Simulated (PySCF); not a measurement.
C₅H₈Si, SMILES C#C[C@@H]1C[C@@H]1[SiH3]. Atoms are numbered in the order given.

```xyz
14

C      1.8292     1.7898     0.4252
C      1.4434     0.6434     0.4482
C      0.9531    -0.7228     0.4774
C      0.5589    -1.4148    -0.8013
C     -0.5121    -1.0026     0.1761
Si    -1.6909     0.4005    -0.2241
H      2.1750     2.8082     0.4038
H      1.4147    -1.3475     1.2494
H      0.8009    -2.4777    -0.8905
H      0.6597    -0.8437    -1.7293
H     -0.9431    -1.8149     0.7727
H     -1.1312     1.2409    -1.3200
H     -1.9463     1.2473     0.9772
H     -2.9912    -0.1781    -0.6791
```

Coordinates come from a ωB97X-D3(BJ)/def2-SVP optimisation. The structure was generated by enumeration; whether it is a known compound was not checked.

Computed with ωB97X-D3(BJ)/def2-SVP in PySCF.

Frequencies are harmonic and unscaled.

```json
[
 {"mode": "1", "ν (cm⁻¹)": "91", "IR (km/mol)": "0.1", "moving atoms (share of kinetic energy)": "C 41 %, H 35 %, Si 25 %"},
 {"mode": "2", "ν (cm⁻¹)": "150", "IR (km/mol)": "0.2", "moving atoms (share of kinetic energy)": "H 78 %, C 15 %"},
 {"mode": "3", "ν (cm⁻¹)": "185", "IR (km/mol)": "1.1", "moving atoms (share of kinetic energy)": "C 65 %, H 31 %"},
 {"mode": "4", "ν (cm⁻¹)": "252", "IR (km/mol)": "1.6", "moving atoms (share of kinetic energy)": "C 66 %, H 32 %"},
 {"mode": "5", "ν (cm⁻¹)": "280", "IR (km/mol)": "2.5", "moving atoms (share of kinetic energy)": "C 57 %, H 25 %, Si 18 %"},
 {"mode": "6", "ν (cm⁻¹)": "517", "IR (km/mol)": "14.4", "moving atoms (share of kinetic energy)": "C 75 %, H 23 %"},
 {"mode": "7", "ν (cm⁻¹)": "534", "IR (km/mol)": "10.1", "moving atoms (share of kinetic energy)": "C 63 %, H 35 %"},
 {"mode": "8", "ν (cm⁻¹)": "589", "IR (km/mol)": "7.5", "moving atoms (share of kinetic energy)": "H 40 %, C 34 %, Si 27 %"},
 {"mode": "9", "ν (cm⁻¹)": "680", "IR (km/mol)": "28.8", "moving atoms (share of kinetic energy)": "H 74 %, C 15 %, Si 12 %"},
 {"mode": "10", "ν (cm⁻¹)": "706", "IR (km/mol)": "37.2", "moving atoms (share of kinetic energy)": "H 76 %, C 24 %"},
 {"mode": "11", "ν (cm⁻¹)": "734", "IR (km/mol)": "35.1", "moving atoms (share of kinetic energy)": "H 53 %, C 37 %, Si 10 %"},
 {"mode": "12", "ν (cm⁻¹)": "745", "IR (km/mol)": "33.0", "moving atoms (share of kinetic energy)": "H 75 %, C 25 %"},
 {"mode": "13", "ν (cm⁻¹)": "798", "IR (km/mol)": "3.4", "moving atoms (share of kinetic energy)": "C 59 %, H 40 %"},
 {"mode": "14", "ν (cm⁻¹)": "861", "IR (km/mol)": "13.0", "moving atoms (share of kinetic energy)": "H 82 %, C 17 %"},
 {"mode": "15", "ν (cm⁻¹)": "943", "IR (km/mol)": "245.3", "moving atoms (share of kinetic energy)": "H 90 %, Si 9 %"},
 {"mode": "16", "ν (cm⁻¹)": "957", "IR (km/mol)": "59.1", "moving atoms (share of kinetic energy)": "H 84 %, C 13 %"},
 {"mode": "17", "ν (cm⁻¹)": "967", "IR (km/mol)": "61.7", "moving atoms (share of kinetic energy)": "H 92 %"},
 {"mode": "18", "ν (cm⁻¹)": "976", "IR (km/mol)": "7.2", "moving atoms (share of kinetic energy)": "C 59 %, H 40 %"},
 {"mode": "19", "ν (cm⁻¹)": "1018", "IR (km/mol)": "10.9", "moving atoms (share of kinetic energy)": "C 51 %, H 48 %"},
 {"mode": "20", "ν (cm⁻¹)": "1027", "IR (km/mol)": "18.7", "moving atoms (share of kinetic energy)": "H 52 %, C 48 %"},
 {"mode": "21", "ν (cm⁻¹)": "1095", "IR (km/mol)": "2.3", "moving atoms (share of kinetic energy)": "H 71 %, C 29 %"},
 {"mode": "22", "ν (cm⁻¹)": "1121", "IR (km/mol)": "0.6", "moving atoms (share of kinetic energy)": "H 84 %, C 16 %"},
 {"mode": "23", "ν (cm⁻¹)": "1144", "IR (km/mol)": "0.8", "moving atoms (share of kinetic energy)": "H 68 %, C 32 %"},
 {"mode": "24", "ν (cm⁻¹)": "1214", "IR (km/mol)": "1.1", "moving atoms (share of kinetic energy)": "H 71 %, C 29 %"},
 {"mode": "25", "ν (cm⁻¹)": "1327", "IR (km/mol)": "14.2", "moving atoms (share of kinetic energy)": "H 55 %, C 45 %"},
 {"mode": "26", "ν (cm⁻¹)": "1403", "IR (km/mol)": "7.3", "moving atoms (share of kinetic energy)": "H 55 %, C 45 %"},
 {"mode": "27", "ν (cm⁻¹)": "1495", "IR (km/mol)": "2.7", "moving atoms (share of kinetic energy)": "H 59 %, C 41 %"},
 {"mode": "28", "ν (cm⁻¹)": "2246", "IR (km/mol)": "145.0", "moving atoms (share of kinetic energy)": "H 97 %"},
 {"mode": "29", "ν (cm⁻¹)": "2259", "IR (km/mol)": "89.7", "moving atoms (share of kinetic energy)": "H 96 %"},
 {"mode": "30", "ν (cm⁻¹)": "2267", "IR (km/mol)": "63.7", "moving atoms (share of kinetic energy)": "H 74 %, C 24 %"},
 {"mode": "31", "ν (cm⁻¹)": "2271", "IR (km/mol)": "35.1", "moving atoms (share of kinetic energy)": "C 65 %, H 34 %"},
 {"mode": "32", "ν (cm⁻¹)": "3160", "IR (km/mol)": "7.6", "moving atoms (share of kinetic energy)": "H 95 %"},
 {"mode": "33", "ν (cm⁻¹)": "3180", "IR (km/mol)": "1.1", "moving atoms (share of kinetic energy)": "H 92 %, C 8 %"},
 {"mode": "34", "ν (cm⁻¹)": "3193", "IR (km/mol)": "3.3", "moving atoms (share of kinetic energy)": "H 92 %, C 8 %"},
 {"mode": "35", "ν (cm⁻¹)": "3260", "IR (km/mol)": "2.5", "moving atoms (share of kinetic energy)": "H 89 %, C 11 %"},
 {"mode": "36", "ν (cm⁻¹)": "3486", "IR (km/mol)": "75.5", "moving atoms (share of kinetic energy)": "H 85 %, C 15 %"}
]
```
